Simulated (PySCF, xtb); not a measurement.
C2H7FOSi2, SMILES C[Si@H](F)C(=O)[SiH3].

GFN2-xTB (xtb) at its own geometry gives an orbital gap of 1.80 eV and a dipole moment of 1.54 D.

Geometry optimised at B3LYP-D3(BJ)/def2-SVP. The structure was generated by enumeration; whether it is a known compound was not checked. Other conformers were not sampled.

### Question
What does PySCF with M06-2X/def2-TZVP give? (The exact figures need the calculation; the answer reports its results.)

### Answer
gap 6.81 eV (levels -7.84 and -1.03 eV), dipole 1.06 D.
